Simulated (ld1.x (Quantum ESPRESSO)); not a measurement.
## Which change was made? (Ca, TM)

* Element: Ca
* Generator: ld1.x (Quantum ESPRESSO) 7.5
* Type: norm-conserving Troullier–Martins (Kleinman–Bylander form)
* Functional: PBEsol
* Relativity: scalar-relativistic
* Frozen core: [Ne] 3s2
* Valence charge: 8
* Reference configuration: 3p6 3d0 4s1.5 4p0.5
* Partial waves: 3p (bound): rc 1.55 bohr; 3d (bound, empty): rc 3.25 bohr; 4s (bound): rc 3.75 bohr
* Local potential: the s channel
* Core correction: none

Occupied shells without a wave of their own: 4p. They enter only through the test configuration that unscreens the potential.

Cutoffs, loose and tight: the cutoffs (Ry, on a coarse ladder) from which the occupation-weighted sum of valence levels, in a spherical-Bessel basis at the reference potential, stays within 10 and 1 mRy of its value at 400 Ry. They do not see the model core or the augmentation charge, which bear on the density cutoff. Test errors are all-electron minus pseudo excitation energies from the reference, over the configurations 3p6 3d0 4s2 4p0; 3p6 3d0 4s1 4p0; 3p6 3d0 4s0 4p0; 3p6 3d0 4s0 4p2; 3p5 3d0 4s2 4p0; 3p6 3d0 4s0 4p1; 3p6 3d0.5 4s1.5 4p0; variants that change the core or the reference have their own tests.

The base gives: outcome: generated, misses its reference levels by 0.36 eV; cutoff, loose: 30 Ry; cutoff, tight: 55 Ry; bound ghosts: none; largest test error (meV): -684.

(1) After one change the result is: outcome: generated, misses its reference levels by 0.36 eV; cutoff, loose: 45 Ry; cutoff, tight: 70 Ry; bound ghosts: none; largest test error (meV): -673. Which change was it?
A. all radii scaled by about 0.83 (s 3.12, p 1.30, d 2.70 bohr)
B. all radii scaled by about 1.38 (s 5.18, p 2.14, d 4.48 bohr)
C. all radii scaled by about 1.18 (s 4.42, p 1.82, d 3.82 bohr)
D. all radii scaled by about 0.91 (s 3.40, p 1.40, d 2.94 bohr)

## Answers

(1) D. The others give: all radii scaled by about 1.38 (s 5.18, p 2.14, d 4.48 bohr) → outcome: generated, misses its reference levels by 0.38 eV; cutoff, loose: 30 Ry; cutoff, tight: 50 Ry; bound ghosts: none; largest test error (meV): +892 | all radii scaled by about 1.18 (s 4.42, p 1.82, d 3.82 bohr) → outcome: generated, misses its reference levels by 0.37 eV; cutoff, loose: 30 Ry; cutoff, tight: 50 Ry; bound ghosts: none; largest test error (meV): -728 | all radii scaled by about 0.83 (s 3.12, p 1.30, d 2.70 bohr) → outcome: generated, misses its reference levels by 0.37 eV; cutoff, loose: 55 Ry; cutoff, tight: 80 Ry; bound ghosts: none; largest test error (meV): -672.
